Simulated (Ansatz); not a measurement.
Cd2O3H2 was relaxed with r2SCAN-D4 (def2-SVP) in Ansatz in these states: charge +1 doublet, neutral singlet. The geometries follow in no particular order.

In the def2 sets Cd takes a core potential; there is no spin–orbit coupling.

A:

```csv
atom,x (Å),y (Å),z (Å)
Cd1,-0.967,1.132,1.237
Cd2,0.772,-0.668,-1.644
O3,-0.234,0.558,-0.490
O4,1.726,-1.744,-2.975
O5,-1.789,1.891,2.845
H6,-1.656,1.386,3.667
H7,2.147,-2.555,-2.640
```

B:

Cartesian coordinates in Å:
```
Cd 1.270 0.729 -0.965
Cd -1.103 0.223 1.352
O 0.454 1.239 0.739
O -2.745 -0.624 2.019
O 2.095 0.400 -2.717
H 2.598 -0.426 -2.700
H -2.569 -1.541 2.272
```

**Question.** Judge from the bond lengths which geometry belongs to which state (an estimate).

**Answer.** A is the charge +1 doublet (Cd1–Cd2 3.817 Å, Cd1–O5 1.959 Å, Cd2–O4 1.959 Å); B is the neutral singlet (Cd1–Cd2 3.355 Å, Cd1–O5 1.965 Å, Cd2–O4 1.965 Å).

These are the stationary points nearest to one start from a short search; other shapes may lie lower in each state.
